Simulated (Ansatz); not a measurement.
Consider the ligand exchange at the Sn–C bond: `[SnH3][c]1ccccc1` + `CSS` → `CS[S][SnH3]` + `c1ccccc1`.

Program: Ansatz. Geometries: PBE0-D4/def2-TZVP. ΔE: electronic, gas phase. CCSD(T)/CBS is the MP2 limit (def2-TZVPP, def2-QZVPP) plus CCSD(T) − MP2 in def2-TZVPP, frozen cores. Functionals use def2-TZVPP. HSE06 is defined as in plane-wave codes. Elements past krypton have def2 core potentials. For Sn outer-core shells are correlated without core-valence functions, which leaves a few kJ/mol of doubt a bond. Each species was taken in one conformer, which may not be the lowest.

`[SnH3][c]1ccccc1`:

Cartesian coordinates in Å:
```
Sn 1.855 1.271 1.392
C 0.361 0.252 0.265
C -0.918 0.788 0.124
C -1.894 0.117 -0.599
C -1.602 -1.102 -1.193
C -0.334 -1.645 -1.064
C 0.640 -0.972 -0.339
H 1.719 0.897 3.053
H 3.393 0.778 0.836
H 1.662 2.956 1.192
H -1.165 1.744 0.577
H -2.883 0.549 -0.701
H -2.364 -1.626 -1.760
H -0.100 -2.597 -1.529
H 1.629 -1.412 -0.254
```

`CSS`:

```xyz
7

C    -0.260   -0.647    0.674
S    -0.797   -0.013   -0.925
S     0.876    0.899   -1.642
H    -0.033    0.166    1.363
H     0.605   -1.300    0.560
H    -1.100   -1.226    1.066
H     0.709    2.121   -1.096
```

`CS[S][SnH3]`:

Z-matrix (Å, degrees):
```
C
S 1 1.800
H 1 1.090 2 111.1
H 1 1.093 2 106.1 3 118.5
H 1 1.089 2 110.7 3 -122.9
S 2 2.055 1 102.3 3 63.1
Sn 6 2.417 2 98.1 1 -90.5
H 7 1.707 6 107.5 2 174.2
H 7 1.703 6 108.1 2 -65.1
H 7 1.706 6 107.3 2 54.5
```

`c1ccccc1`:

Z-matrix (Å, degrees):
```
C
C 1 1.387
C 1 1.388 2 120.0
H 1 1.084 2 120.0 3 -180.0
C 2 1.387 1 120.0 3 -0.0
H 2 1.084 1 120.0 3 180.0
C 3 1.387 1 120.0 2 0.0
H 3 1.084 1 120.0 2 180.0
C 5 1.388 2 120.0 1 0.0
H 5 1.084 2 120.0 1 180.0
H 7 1.084 3 120.0 1 180.0
H 9 1.084 5 120.0 2 180.0
```

```json
{"level": "BLYP-D4", "ΔE (kJ/mol)": "-85.6", "difference from CCSD(T)/CBS": "-2.0"}
{"level": "B97M-V", "ΔE (kJ/mol)": "-90.4", "difference from CCSD(T)/CBS": "-6.8"}
{"level": "HSE06-D4", "ΔE (kJ/mol)": "-87.3", "difference from CCSD(T)/CBS": "-3.7"}
{"level": "CAM-B3LYP-D4", "ΔE (kJ/mol)": "-83.6", "difference from CCSD(T)/CBS": "0.0"}
{"level": "B2PLYP", "ΔE (kJ/mol)": "-83.5", "difference from CCSD(T)/CBS": "0.1"}
{"level": "PBE0", "ΔE (kJ/mol)": "-87.6", "difference from CCSD(T)/CBS": "-4.0"}
{"level": "LC-ωPBE", "ΔE (kJ/mol)": "-82.0", "difference from CCSD(T)/CBS": "1.6"}
{"level": "MP2/def2-TZVPP", "ΔE (kJ/mol)": "-74.3", "difference from CCSD(T)/CBS": "9.3"}
{"level": "CCSD/def2-TZVPP", "ΔE (kJ/mol)": "-75.9", "difference from CCSD(T)/CBS": "7.7"}
{"level": "MP2/def2-QZVPP", "ΔE (kJ/mol)": "-79.5", "difference from CCSD(T)/CBS": "4.1"}
{"level": "CCSD(T)/CBS", "ΔE (kJ/mol)": "-83.6", "difference from CCSD(T)/CBS": "0"}
```

Largest T1 diagnostic among the species: 0.013.

In def2-TZVPP, CCSD(T) changes the Hartree–Fock value by +16.7 kJ/mol (the triples alone add +1.3 kJ/mol) and MP2 by +17.0 kJ/mol. At CCSD(T), def2-SVP lies +3.5 kJ/mol from the extrapolated value and def2-TZVPP +9.0 kJ/mol.
